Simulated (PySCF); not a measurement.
Energy profile

The step: SiH₄ + HF → SiH₃F ([F][SiH3]) + H₂; bonds formed: Si1–F7, H2–H6; bonds broken: Si1–H2, H6–F7 (atoms numbered as in the saddle structure below).

Si1  (-0.327, 0.323, -0.061)
H2  (0.595, -0.889, -0.806)
H3  (-0.901, 0.475, -1.436)
H4  (-1.479, -0.090, 0.766)
H5  (0.321, 1.624, 0.204)
H6  (0.929, -0.941, 0.104)
F7  (0.862, -0.502, 1.229)
(Å)

Electronic energies by CCSD(T) at an estimated basis limit (MP2 extrapolated from triple and quadruple zeta, plus CCSD(T) − MP2 in triple zeta), on PBE0-D4/def2-TZVP structures; SiH$_{5}$F, closed shell; no counterpoise correction. PySCF 2.14 with density fitting (its default auxiliary sets; JK sets also for MP2 and CCSD(T)); basis: def2-TZVPP and def2-QZVPP; cores frozen in the correlated methods. Extrapolation: Hartree–Fock as exp(−7.88 √X), correlation as X^−2.97.

**Question.** Give the profile in kJ/mol, counted from the separated reactants. (Judge from chemistry; the value comes from the calculation.)

**Answer.** The calculation gives:
```csv
point,kJ/mol
"separated: SiH$_{4}$ (Si1, H2, H3, H4, H5; singlet) + HF (H6, F7; singlet)",0.0
start structure,-5.1
saddle,142.9
end structure,-106.6
"separated: SiH$_{3}$F (linked as [F][SiH3]; Si1, H3, H4, H5, F7; singlet) + H$_{2}$ (H2, H6; singlet)",-104.7
```

No T1 diagnostic of these runs exceeds 0.014.

For scale, one of the runs: CCSD(T)/def2-TZVPP, 143 basis functions, launched by `OMP_NUM_THREADS=4 python run.py`. Time: 88 s of wall clock on 4 CPU threads of an Arm Neoverse N1; the host was shared. Peak host memory: 0.78 GiB.
